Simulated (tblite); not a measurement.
Species: C₈H₁₁P₂ (charge -1).
Numbering: `[CH2:1]=[CH:2][c:3]1[p:4][cH:5][c:6]([CH:7]([CH3:8])[CH3:9])[p-:10]1` (hydrogens: H11, H12 on C1; H13 on C2; H14 on C5; H15 on C7; H16, H17, H18 on C8; H19, H20, H21 on C9)
Bond orders are those of one Lewis drawing.

Computed with GFN2-xTB (tblite), gas phase: L-BFGS steps from a force-field or distance-geometry start until the largest atomic force falls under 0.01 eV/Å.

Step 16: E = -760.4091 eV
```
atom  x, y, z in Å  |  force x, y, z in eV/Å
C1      4.3082    0.7347   -0.7796   -0.050   0.035  -0.002
C2      3.6092   -0.2817   -0.2772   -0.029  -0.104   0.038
C3      2.1971   -0.3717   -0.0347    0.027  -0.146   0.047
P4      1.5943   -1.8784    0.6350   -0.018  -0.089   0.015
C5     -0.0611   -1.3570    0.6819    0.015   0.028  -0.018
C6     -0.3491   -0.0857    0.2459    0.010   0.005   0.005
C7     -1.7278    0.5334    0.2320    0.098   0.022   0.004
C8     -2.3660    0.4563   -1.1568    0.032   0.008   0.013
C9     -2.7083   -0.0539    1.2442    0.045   0.002  -0.015
P10     1.0063    0.8754   -0.3260    0.015   0.127  -0.036
H11     3.8275    1.6492   -1.0688   -0.102   0.178  -0.055
H12     5.3768    0.6789   -0.9114    0.060   0.012  -0.016
H13     4.1520   -1.1820   -0.0027    0.026  -0.097   0.033
H14    -0.8162   -2.0307    1.0669   -0.034  -0.005  -0.012
H15    -1.5848    1.5950    0.4726   -0.064   0.056  -0.014
H16    -3.3224    0.9781   -1.1403   -0.072   0.021  -0.122
H17    -2.5367   -0.5798   -1.4421    0.024  -0.038   0.003
H18    -1.7206    0.9164   -1.9002    0.049   0.012   0.003
H19    -2.3041   -0.0392    2.2526    0.068   0.012   0.021
H20    -2.9626   -1.0799    0.9868    0.020  -0.024   0.001
H21    -3.6207    0.5396    1.2213   -0.119  -0.015   0.105
```

Step 17: E = -760.4150 eV
```
atom  x, y, z in Å  |  force x, y, z in eV/Å
C1      4.3030    0.7363   -0.7792   -0.075   0.001   0.011
C2      3.6075   -0.2833   -0.2767   -0.064  -0.122   0.051
C3      2.1947   -0.3772   -0.0328    0.013  -0.131   0.043
P4      1.5861   -1.8838    0.6353    0.016  -0.051  -0.007
C5     -0.0668   -1.3557    0.6797    0.017   0.027  -0.008
C6     -0.3545   -0.0833    0.2486    0.054   0.015  -0.015
C7     -1.7310    0.5411    0.2321    0.142  -0.003   0.003
C8     -2.3616    0.4568   -1.1602    0.036   0.012   0.047
C9     -2.7041   -0.0538    1.2473    0.069   0.022  -0.046
P10     1.0039    0.8703   -0.3225    0.065   0.196  -0.061
H11     3.8176    1.6491   -1.0673   -0.103   0.165  -0.049
H12     5.3716    0.6876   -0.9145    0.055  -0.006  -0.007
H13     4.1453   -1.1867   -0.0003    0.062  -0.059   0.012
H14    -0.8217   -2.0267    1.0633   -0.084  -0.063   0.017
H15    -1.5835    1.6037    0.4712   -0.096   0.013  -0.019
H16    -3.3188    0.9764   -1.1533   -0.086   0.022  -0.116
H17    -2.5271   -0.5828   -1.4375    0.025  -0.014  -0.013
H18    -1.7115    0.9157   -1.9012    0.034  -0.010   0.015
H19    -2.2872   -0.0378    2.2515    0.023  -0.010  -0.003
H20    -2.9492   -1.0810    0.9823    0.014   0.006   0.043
H21    -3.6215    0.5320    1.2337   -0.117  -0.012   0.103
```

Step 18: E = -760.4208 eV
```
atom  x, y, z in Å  |  force x, y, z in eV/Å
C1      4.2954    0.7380   -0.7785   -0.091  -0.028   0.021
C2      3.6040   -0.2865   -0.2754   -0.063  -0.094   0.040
C3      2.1907   -0.3845   -0.0302    0.011  -0.071   0.020
P4      1.5769   -1.8909    0.6357    0.037   0.000  -0.032
C5     -0.0728   -1.3543    0.6774   -0.002   0.018   0.009
C6     -0.3582   -0.0799    0.2511    0.091   0.028  -0.031
C7     -1.7321    0.5495    0.2322    0.119  -0.021  -0.004
C8     -2.3561    0.4575   -1.1632    0.022   0.014   0.055
C9     -2.6982   -0.0532    1.2500    0.061   0.039  -0.052
P10     1.0023    0.8684   -0.3196    0.127   0.177  -0.056
H11     3.8046    1.6510   -1.0662   -0.073   0.081  -0.019
H12     5.3661    0.6968   -0.9177   -0.016  -0.019   0.011
H13     4.1382   -1.1928    0.0025    0.089  -0.004  -0.014
H14    -0.8293   -2.0232    1.0595   -0.104  -0.086   0.028
H15    -1.5834    1.6133    0.4693   -0.111  -0.025  -0.022
H16    -3.3158    0.9748   -1.1694   -0.057   0.005  -0.095
H17    -2.5157   -0.5861   -1.4326    0.026   0.025  -0.024
H18    -1.7006    0.9145   -1.9019    0.014  -0.031   0.028
H19    -2.2678   -0.0367    2.2499   -0.024  -0.028  -0.031
H20    -2.9337   -1.0821    0.9780    0.008   0.044   0.080
H21    -3.6233    0.5232    1.2489   -0.063  -0.026   0.089
```

**Question.** Estimate the geometry and energy of step 19. (The exact step hangs on the optimiser's Hessian estimate; all steps are aligned on step 18, rigid shifts and turns removed.)

**Answer.** E = -760.4253 eV, largest force 0.176 eV/Å
```
atom  x, y, z in Å  |  force x, y, z in eV/Å
C1      4.2874    0.7389   -0.7776   -0.087  -0.036   0.021
C2      3.5999   -0.2902   -0.2738   -0.025  -0.042   0.015
C3      2.1869   -0.3909   -0.0279    0.008   0.004  -0.007
P4      1.5701   -1.8968    0.6355    0.024   0.035  -0.044
C5     -0.0777   -1.3531    0.6758   -0.019   0.005   0.020
C6     -0.3587   -0.0765    0.2523    0.105   0.040  -0.038
C7     -1.7308    0.5557    0.2321    0.051  -0.021  -0.012
C8     -2.3515    0.4583   -1.1647    0.003   0.011   0.032
C9     -2.6925   -0.0520    1.2513    0.032   0.041  -0.030
P10     1.0035    0.8701   -0.3184    0.151   0.088  -0.023
H11     3.7929    1.6538   -1.0655   -0.036  -0.023   0.017
H12     5.3606    0.7034   -0.9198   -0.101  -0.026   0.027
H13     4.1338   -1.1978    0.0046    0.099   0.040  -0.034
H14    -0.8367   -2.0215    1.0567   -0.082  -0.062   0.015
H15    -1.5851    1.6205    0.4673   -0.101  -0.038  -0.018
H16    -3.3140    0.9734   -1.1835   -0.007  -0.018  -0.063
H17    -2.5061   -0.5881   -1.4291    0.024   0.051  -0.027
H18    -1.6918    0.9129   -1.9020    0.001  -0.040   0.033
H19    -2.2529   -0.0365    2.2479   -0.050  -0.033  -0.040
H20    -2.9210   -1.0821    0.9761    0.001   0.060   0.093
H21    -3.6253    0.5156    1.2622    0.008  -0.037   0.062
```

The energy changes by -0.0045 eV. The first-order estimate −F·Δx gives -0.0063 eV and the mean of the old and new forces, exact on a quadratic surface, -0.0045 eV. The step makes an angle of 71° with the force vector and moves no atom by more than 0.015 Å.
